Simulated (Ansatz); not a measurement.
Z-matrix (Å, degrees):
```
B
O 1 1.363
H 1 1.199 2 119.9
H 1 1.195 2 117.3 3 180.0
B 2 1.363 1 124.8 3 0.0
F 5 1.316 2 117.3 1 -179.9
H 5 1.195 2 122.9 1 0.1
```

Charge 0, multiplicity 1.

Problem. List the PBE0/def2-TZVPP orbital energies in eV (the Gaussian-basis code of Ansatz). (Estimate.)

Solution. Computed: Occupied: -674.48, -523.85, -186.93, -185.76, -34.25, -29.53, -17.26, -15.34, -14.19, -13.48, -13.10, -11.75, -11.57, -10.56, -9.06. Lowest empty: -1.30, 0.00, 1.41, 2.16, 2.34, 2.68, 3.26, 4.11.
